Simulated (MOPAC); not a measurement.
Job for MOPAC: PM7 on BClFHSe (SMILES FB(Cl)[SeH]), a point of a torsion scan.

```
PM7 1SCF PRECISE CHARGE=0 THREADS=1
BClFHSe

F     -0.96721882 1     1.37792719 1     0.00701899 1
B     -0.58925916 1     0.11510293 1     0.04056800 1
Cl    -1.79006251 1    -1.08621950 1    -0.04224543 1
Se     1.28981570 1    -0.23780449 1     0.48307699 1
H      1.29356124 1     0.62732187 1     1.63450418 1
```

Program output:

```
*******************************************************************************
 **                                                                           **
 **                              MOPAC v23.2.5                                **
 **                                                                           **
 *******************************************************************************
 ** MOPAC's Digital Object Identifier: https://doi.org/10.5281/zenodo.6511958 **
 **                                                                           **
 ** Please cite the open-source release paper for use of this MOPAC version:  **
 ** J. E. Moussa and J. J. P. Stewart (2026)                                  **
 ** MOPAC: An open-source semiempirical molecular orbital program             **
 ** J. Open Source Softw., 11(119), 8025, https://doi.org/10.21105/joss.08025 **
 *******************************************************************************

                              PM7 CALCULATION RESULTS

 *******************************************************************************
 *  PM7        - The PM7 Hamiltonian to be used
 *
 *
 *
 *                 CHARGE ON SYSTEM = 0
 *
 *
 *
 *  PRECISE    - TIGHTER CRITERIA TO BE USED
 *  1SCF       - DO 1 SCF AND THEN STOP
 *  THREADS=1  - MULTI-THREADING NOT USED
 *  T=         - A TIME OF 172800.0 SECONDS REQUESTED
 *  DUMP=N     - RESTART FILE WRITTEN EVERY 7200.0 SECONDS REQUESTED
 *******************************************************************************
PM7 1SCF PRECISE CHARGE=0 THREADS=1
 BClFHSe

   ATOM   CHEMICAL          X               Y               Z
  NUMBER   SYMBOL      (ANGSTROMS)     (ANGSTROMS)     (ANGSTROMS)

     1       F         -0.96721882  *   1.37792719  *   0.00701899  *
     2       B         -0.58925916  *   0.11510293  *   0.04056800  *
     3      Cl         -1.79006251  *  -1.08621950  *  -0.04224543  *
     4      Se          1.28981570  *  -0.23780449  *   0.48307699  *
     5       H          1.29356124  *   0.62732187  *   1.63450418  *



          CARTESIAN COORDINATES

    NO.       ATOM           X           Y           Z

     1         F         -0.9672      1.3779      0.0070
     2         B         -0.5893      0.1151      0.0406
     3        Cl         -1.7901     -1.0862     -0.0422
     4        Se          1.2898     -0.2378      0.4831
     5         H          1.2936      0.6273      1.6345

 General Reference for PM7:
 "Optimization of Parameters for Semiempirical Methods VI: More Modifications to the
 NDDO Approximations and Re-optimization of Parameters", J. J. P. Stewart, J. Mol. Mod., 1:32, 19 (2013)
 https://link.springer.com/article/10.1007/s00894-012-1667-x

           Empirical Formula: H F B Cl Se  =     5 atoms



      MOLECULAR POINT GROUP   :   C1


      RHF CALCULATION, NO. OF DOUBLY OCCUPIED LEVELS = 12


 -------------------------------------------------------------------------------
 PM7 1SCF PRECISE CHARGE=0 THREADS=1
 BClFHSe



     1SCF WAS SPECIFIED, SO BFGS WAS NOT USED
     SCF FIELD WAS ACHIEVED


                              PM7 CALCULATION
                                                       MOPAC v23.2.5 Linux




          FINAL HEAT OF FORMATION =       -111.44858 KCAL/MOL =    -466.30085 KJ/MOL


          COSMO AREA              =        113.16 SQUARE ANGSTROMS
          COSMO VOLUME            =         99.96 CUBIC ANGSTROMS

          IONIZATION POTENTIAL    =          8.622820 EV
          HOMO LUMO ENERGIES (EV) =         -8.623 -1.589
          NO. OF FILLED LEVELS    =         12
          MOLECULAR WEIGHT        =        145.2293         POINT GROUP:  C1

          MOLECULAR DIMENSIONS (Angstroms)

            Atom       Atom       Distance
            H     5   Cl     3     3.90595
           Se     4    F     1     2.50992
            H     5   Se     4     0.83364


          SCF CALCULATIONS        =          1





   ATOM   CHEMICAL          X               Y               Z
  NUMBER   SYMBOL      (ANGSTROMS)     (ANGSTROMS)     (ANGSTROMS)

     1       F         -0.96721882  *   1.37792719  *   0.00701899  *
     2       B         -0.58925916  *   0.11510293  *   0.04056800  *
     3      Cl         -1.79006251  *  -1.08621950  *  -0.04224543  *
     4      Se          1.28981570  *  -0.23780449  *   0.48307699  *
     5       H          1.29356124  *   0.62732187  *   1.63450418  *

                             CARTESIAN COORDINATES

   1    F       -0.967218820     1.377927190     0.007018990
   2    B       -0.589259160     0.115102930     0.040568000
   3   Cl       -1.790062510    -1.086219500    -0.042245430
   4   Se        1.289815700    -0.237804490     0.483076990
   5    H        1.293561240     0.627321870     1.634504180


           Empirical Formula: H F B Cl Se  =     5 atoms



      MOLECULAR POINT GROUP   :   C1


                  EIGENVALUES
 -40.94086 -25.97164 -24.03807 -17.41548 -16.90445 -16.33943 -14.74734 -12.60045
 -12.26278 -11.83459 -10.21631  -8.62282  -1.58908  -0.85304   0.37941   1.21990
   2.77619  69.16718  69.22155  69.44827  69.84328  69.86209


              NET ATOMIC CHARGES AND DIPOLE CONTRIBUTIONS

  ATOM NO.   TYPE          CHARGE      No. of ELECS.   s-Pop       p-Pop       d-Pop
    1          F          -0.300515        7.3005     1.94278     5.35773
    2          B           0.378524        2.6215     0.74209     1.87938
    3         Cl          -0.141383        7.1414     1.98724     5.15079     0.00335
    4         Se           0.010050        5.9899     1.93917     4.05078
    5          H           0.053325        0.9467     0.94667
 DIPOLE           X         Y         Z       TOTAL
 POINT-CHG.     1.934    -0.893     0.534     2.196
 HYBRID        -1.044     1.159     0.253     1.581
 SUM            0.890     0.266     0.788     1.218


          ATOMIC ORBITAL ELECTRON POPULATIONS

     Atom    s        px        py        pz      x^2-y^2     xz        z^2       yz        xy
    1  F   1.94278   1.92683   1.54467   1.88624
    2  B   0.74209   0.88207   0.63586   0.36145
    3 Cl   1.98724   1.63957   1.64433   1.86689   0.00116   0.00016   0.00063   0.00027   0.00113
    4 Se   1.93917   1.13224   1.57813   1.34041
    5  H   0.94667

 **********************
 *                    *
 * JOB ENDED NORMALLY *
 *                    *
 **********************




 == MOPAC DONE ==
```

The run finished.

Cost: roughly 0.03 core-seconds.
